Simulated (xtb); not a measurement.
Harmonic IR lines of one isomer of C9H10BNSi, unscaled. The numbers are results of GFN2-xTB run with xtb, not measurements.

wavenumber (cm⁻¹): 551 (w), 557 (w), 627 (w), 742 (vw), 773 (m), 782 (vs), 820 (m), 900 (w), 1266 (w), 1335 (vw), 1424 (vw), 1477 (w), 1589 (vw), 2246 (s), 2253 (m), 2276 (m), 2643 (m), 2670 (m), 3046 (w), 3062 (w), 3084 (w), 3106 (vw)

Question: Name which structure gives these lines.
A. `Bc1ccc([SiH3])c2ncccc12`
B. `Bc1cc([SiH3])cc2ncccc12`
C. `Bc1cc([SiH3])cc2cccnc12`
D. `Bc1cc2cccnc2cc1[SiH3]`

Answer: B, `Bc1cc([SiH3])cc2ncccc12`
